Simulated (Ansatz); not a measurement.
The first iterations of a band of GaH₃O₂ (6 atoms, charge 0, multiplicity 1).

Level of theory: RKS BHLYP/def2-SVP in Ansatz.

| Item | Value |
| --- | --- |
| movable images | 7 |
| climbing image | yes |
| spring | 5.0 eV/Å² |
| optimiser | quadratic models (default) |
| start path | through a guess of the saddle point |
| force threshold | 0.05 eV/Å |
| iteration limit | 60 |
| end points | relaxed |

Initial state:

```xyz
6
Properties=species:S:1:pos:R:3
Ga 0.250 -0.283 0.303
H 0.058 -0.176 1.839
O 1.826 -0.374 -0.489
H 2.592 -0.355 0.078
O -1.079 -0.327 -0.862
H -1.963 -0.282 -0.508
```

Final state:

```xyz
6
Properties=species:S:1:pos:R:3
Ga -0.393 1.135 0.241
H 1.755 -0.634 1.316
O 1.529 -0.231 0.479
H 0.962 -0.858 -0.001
O -0.700 -0.508 -0.572
H -1.469 -0.703 -1.101
```

| iteration | highest image above the first end (eV) | largest band force component (eV/Å) |
| --- | --- | --- |
| 1 | 4.534 | 23.152 |
| 2 | 3.059 | 3.928 |
| 3 | 2.458 | 3.470 |
| 4 | 2.457 | 1.984 |
| 5 | 2.837 | 5.232 |

Does the band converge within its limit, and where does its top end?

The forces met the threshold. It ended after 17 iterations with the highest image 2.661 eV above the first end. Neighbouring images differ by up to 1.7 eV, so the band resolves the path poorly. A vibrational analysis at the climbing image gives one clearly imaginary mode, 1545i cm⁻¹: a first-order saddle point. The orbitals stay closed-shell, which can raise the energy where a bond breaks towards radicals; this wasn't checked here.

Run time: 4.9 min on 1 thread of Arm Neoverse V1 (shared host), peak memory 0.17 GiB.
